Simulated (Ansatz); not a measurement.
Molecule: C₂H₉OSi₂, charge -1, multiplicity 1. It need not be the lowest isomer of its formula. Whether it binds its extra electron was not tested at this geometry. SMILES: [SiH2](C)O[SiH2][CH2-]
Geometry from a B3LYP-D3(BJ)/def2-TZVP (Ansatz, an electronic-structure program) optimisation:
```xyz
14

C      1.9301     1.0935    -0.2516
Si     1.5138    -0.4808     0.3859
O     -0.1209    -1.0376     0.2606
Si    -1.3476    -0.3018    -0.5002
C     -1.8810     1.3344     0.2571
H      1.8057     2.0071     0.3233
H      2.2063     1.2458    -1.2909
H      1.7054    -0.6272     1.8687
H      2.2272    -1.6239    -0.2773
H     -1.1237    -0.0814    -1.9586
H     -2.5286    -1.2228    -0.4208
H     -1.0746     2.0592     0.1375
H     -2.0821     1.2184     1.3253
H     -2.7881     1.7143    -0.2248
```
Charge -1, spin multiplicity 1.

Parts of the frozen-core correlation energy in cc-pV(Q+d)Z (Ansatz, hartree). Frozen orbitals: 13; correlated occupied orbitals by spin: 16 and 16; virtual: 534 and 534. No spin-orbit coupling. Non-relativistic.

```tsv
term	value
reference (HF)	-733.88272
MP2 opposite-spin	-0.72875
MP2 same-spin	-0.19633
CCSD correlation	-0.96950
(T)	-0.04039
T1 diagnostic	0.012
largest doubles amplitude	0.011
```
